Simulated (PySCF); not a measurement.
## Working out the ionisation energy of Zn

Zn [Ar] 3d10 4s2 (1S) → Zn⁺ [Ar] 3d10 4s1 (2S). All numbers are calculated (PySCF 2.14, the spin-free X2C one-electron Hamiltonian (Gaussian nucleus), in cc-pVDZ-DK (6s5p3d1f, 43 functions)). Frozen: [Ar]. Energies in hartree (1 hartree = 27.21139 eV):

| part | Zn (lower) | Zn⁺ (upper) |
| --- | --- | --- |
| UHF | -1794.266395 | -1793.980332 |
| CCSD correlation | -0.411408 | -0.363878 |
| (T) | -0.009112 | -0.005501 |

Q: What does Hartree-Fock give?

A: (-1793.980332) − (-1794.266395) = 0.286063 hartree = 7.784 eV.

Q: What do CCSD and CCSD(T) give?

A: The CCSD correlation energies differ by 0.047530 hartree = 1.293 eV and the triples by 0.003611 hartree = 0.098 eV, so CCSD gives 9.077 eV and CCSD(T) 9.175 eV.

Measured between the centres of the two terms (NIST): 9.394 eV, so CCSD(T) (valence) is off by -0.219 eV.

A double-zeta basis recovers only part of the correlation energy.

What remains against the reference includes basis incompleteness, the frozen core and higher excitations.
